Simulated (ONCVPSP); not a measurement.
## Scattering properties, ONCV potential for Sc

ONCVPSP 4.0.1 input, shortened (lines: element, Z, core and valence counts, functional; n l f; lmax; l rc ep ncon nbas qcut; lloc lpopt rc5 dvloc0; l nproj debl; icmod fcfact rcfact), PBE, scalar-relativistic:

```
  Sc 21.00    5    3        4      upf
    1    0    2.00
    2    0    2.00
    2    1    6.00
    3    0    2.00
    3    1    6.00
    3    2    1.00
    4    0    1.50
    4    1    0.50
    2
    0    3.15    0.00    5    8    1.70
    1    3.70    0.00    4    7    2.60
    2    1.95    0.00    4    9    7.20
    4    5    1.80    9.50
    0    2    2.00
    1    1    3.30
    2    2    2.20
    0    0.00    0.00
```

The phase is arctan(r·R′/R) of the radial function R(r), unwrapped; energies in Ha, scanned from -2 to 5 Ha. A pole is an energy at which the radial function vanishes at the test radius. The pseudo phase is shifted by a multiple of π to meet the all-electron one at the reference energy, and phase errors are pseudo minus all-electron; the curves can meet again beyond the range given. Levels narrower than the energy grid can be missing from the lists of poles.

Q: For each channel, where are the poles, and over which energies does the pseudopotential scatter like the atom?

A:

```csv
channel,radius (bohr),reference energy (Ha),"poles, all-electron","poles, pseudo",unbroken range about the reference energy with phases within 0.05 rad,phase error 1 Ha above the reference energy (rad)
s,3.20,-0.17,"0.52, 3.29","0.51, 3.26",below 4.7,-0.002
p,3.76,-0.06,"-1.25, 0.46, 2.36","0.43, 2.03",-1.2 to 0.7,-0.373
d,1.98,-0.14,"0.35, 4.64","0.35, 4.86",the whole range,+0.002
```

Phases in the s channel:

```tsv
E (Ha)	all-electron	pseudo
-1.98	1.379	1.362
-1.80	1.352	1.347
-1.62	1.331	1.328
-1.44	1.306	1.304
-1.26	1.274	1.271
-1.08	1.228	1.226
-0.90	1.158	1.156
-0.72	1.038	1.036
-0.54	0.784	0.782
-0.36	0.131	0.130
-0.18	-0.796	-0.797
0.00	-1.222	-1.223
0.18	-1.405	-1.405
0.36	-1.507	-1.508
0.54	-1.580	-1.581
0.72	-1.642	-1.644
0.90	-1.708	-1.710
1.08	-1.794	-1.796
1.26	-1.937	-1.940
1.44	-2.276	-2.281
1.62	-3.277	-3.281
1.80	-4.110	-4.110
1.98	-4.379	-4.379
2.16	-4.496	-4.496
2.34	-4.562	-4.563
2.52	-4.606	-4.608
2.70	-4.639	-4.641
2.88	-4.665	-4.667
3.06	-4.687	-4.690
3.24	-4.707	-4.710
3.42	-4.726	-4.730
3.60	-4.745	-4.750
3.78	-4.766	-4.772
3.96	-4.789	-4.797
4.14	-4.818	-4.829
4.32	-4.857	-4.873
4.50	-4.916	-4.941
4.68	-5.024	-5.069
4.86	-5.291	-5.398
```
